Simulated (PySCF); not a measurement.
The second ionisation energy along the 4p block

Calculated with PySCF 2.14 from differences of total energies of unrestricted determinants, without spin-orbit coupling. Values in eV. The last column holds reference values (NIST; (s) semi-empirical, (t) theoretical, else measured). Unmarked ones compare directly (S terms, centres of terms, or small fine structure); those marked * lie between the lowest fine-structure levels and include a spin-orbit shift.

| element | configurations | LDA | r2SCAN | MP2 (valence) | SCS-MP2 (valence) | CCSD (valence) | CCSD(T) (valence) | reference |
| --- | --- | --- | --- | --- | --- | --- | --- | --- |
| Ga (dyall-av2z, non-relativistic) | [Ar] 3d10 4s2 → [Ar] 3d10 4s1 | 20.796 | 20.150 | 19.126 | 19.263 | 19.447 | 19.447 | 20.515 |
| Ge (dyall-av2z, non-relativistic) | [Ar] 3d10 4s2 4p1 → [Ar] 3d10 4s2 | 15.863 | 15.930 | 15.376 | 15.356 | 15.459 | 15.474 | 15.789 |
| As (dyall-av2z, non-relativistic) | [Ar] 3d10 4s2 4p2 → [Ar] 3d10 4s2 4p1 | 18.634 | 18.690 | 18.232 | 18.161 | 18.260 | 18.271 | 18.589 * |
| Se (dyall-av2z, non-relativistic) | [Ar] 3d10 4s2 4p3 → [Ar] 3d10 4s2 4p2 | 21.457 | 21.554 | 21.211 | 21.073 | 21.154 | 21.162 | 21.196 ± 0.01 * |
| Br (dyall-av2z, non-relativistic) | [Ar] 3d10 4s2 4p4 → [Ar] 3d10 4s2 4p3 | 21.649 | 21.428 | 20.677 | 20.703 | 20.704 | 20.720 | 21.409 |
| Kr (dyall-av2z, non-relativistic) | [Ar] 3d10 4s2 4p5 → [Ar] 3d10 4s2 4p4 | 24.664 | 24.474 | 23.917 | 23.894 | 23.875 | 23.889 | 24.360 * |

Q: Which of these methods has the smallest mean absolute error against the measured values here?

A: r2SCAN, with 0.175 eV.

```tsv
method	elements	mean error (eV)	mean absolute error (eV)	largest error (eV)
LDA	3	0.198	0.198	0.280
r2SCAN	3	-0.068	0.175	-0.366
MP2 (valence)	3	-0.844	0.844	-1.389
SCS-MP2 (valence)	3	-0.796	0.796	-1.252
CCSD (valence)	3	-0.701	0.701	-1.068
CCSD(T) (valence)	3	-0.690	0.690	-1.068
```

Errors include the incompleteness of the basis and the frozen core.

"Valence" correlates the outer s and p shells and, in groups 3 to 12 and the f block, the outer d or f shell, open or full, or the next shell where the ion has no valence electron left; the wider scheme adds the next inner shell.
